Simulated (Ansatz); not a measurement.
Consider the redistribution: `NBO[SiH2]Cl` + `O[SiH2]S[SiH3]` → `O[SiH2]S[SiH2]Cl` + `NBO[SiH3]`.

Computed with Ansatz on PBE0-D4/def2-TZVP structures; ΔE is electronic, products minus reactants. CBS: MP2 limit from def2 TZ/QZ plus the TZ coupled-cluster correction, frozen cores. Functionals use def2-TZVPP. B3LYP here is the variant with VWN-RPA as its local correlation; programs differ in this. One conformer a species, not always the lowest.

```tsv
level	ΔE (kcal/mol)	difference from CCSD(T)/CBS
PBE-D4	1.9	-0.3
r2SCAN-D4	2.2	0.0
PBE0-D4	2.0	-0.2
B3LYP-D4	1.8	-0.4
ωB97X-V	2.2	0.0
ωB97M-V	2.1	-0.1
B2PLYP	2.4	0.2
PBE	2.4	0.2
r2SCAN	2.3	0.1
PBE0	2.5	0.3
B3LYP	2.6	0.4
HF/def2-TZVPP	3.1	0.9
MP2/def2-TZVPP	2.1	-0.1
SCS-MP2/def2-TZVPP	2.2	0.0
CCSD/def2-TZVPP	2.6	0.4
CCSD(T)/def2-TZVPP	2.5	0.3
HF/def2-QZVPP	3.1	0.9
MP2/def2-QZVPP	1.9	-0.3
SCS-MP2/def2-QZVPP	2.1	-0.1
HF/CBS(def2)	3.1	0.9
MP2/CBS(def2)	1.8	-0.4
CCSD/CBS(def2)	2.3	0.1
CCSD(T)/CBS	2.2	0
```

Largest T1 diagnostic among the species: 0.012.

The D4 term adds −0.8 kcal/mol with B3LYP and −0.4 kcal/mol with PBE0; it sums over pairs of atoms, weighted by their polarisabilities, and B3LYP, whose exchange is more repulsive, gets the larger term.
